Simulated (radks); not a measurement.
Q: Radial electron density D(r) = 4 pi r^2 rho(r) of an atom or ion with 27 electrons. Calculated with a radial shooting solver on a logarithmic mesh with Libxc functionals: Dirac Kohn-Sham, LDA (Slater exchange, Perdew-Wang correlation), spin-unpolarised, spherical densities, finite nucleus; Fermi nuclear charge, rms radius of each element as measured or else 0.836 A^(1/3) + 0.57 fm.

| r (bohr) | D(r) (e/bohr) |
|---|---|
| 0.002141 | 0.7731 |
| 0.002832 | 1.290 |
| 0.003747 | 2.125 |
| 0.004998 | 3.495 |
| 0.006613 | 5.547 |
| 0.008821 | 8.663 |
| 0.01167 | 12.87 |
| 0.01544 | 18.20 |
| 0.0206 | 24.32 |
| 0.02725 | 29.64 |
| 0.03606 | 32.56 |
| 0.04809 | 31.73 |
| 0.06363 | 28.12 |
| 0.08419 | 25.67 |
| 0.1123 | 28.51 |
| 0.1486 | 34.70 |
| 0.1982 | 35.91 |
| 0.2622 | 27.23 |
| 0.3469 | 16.76 |
| 0.4627 | 14.97 |
| 0.6122 | 18.17 |
| 0.81 | 16.19 |
| 1.08 | 9.326 |
| 1.429 | 4.186 |
| 1.891 | 2.087 |
| 2.523 | 1.273 |
| 3.338 | 0.7005 |
| 4.452 | 0.2706 |
| 5.89 | 0.07437 |
| 7.794 | 0.01462 |
| 10.39 | 0.001820 |
| 13.75 | 0.0001287 |

What is the nuclear charge?

A: Z = 27. The innermost maximum, from 1s, lies near gamma/Z bohr with gamma = sqrt(1 - (Z/c)^2) = 0.980, here 0.0363 bohr (found: 0.0391), and its height grows with Z. The density is that of neutral cobalt in [Ar] 3d6.5 4s2 4p0.5; the configuration itself is not fixed sharply by these data, and Z only to about a unit. D(r) has 3 maxima, at r = 0.0391, 0.179, 0.653 bohr, and minima at 0.0855, 0.417 bohr, inside which lie 2.12, 10.71 electrons.
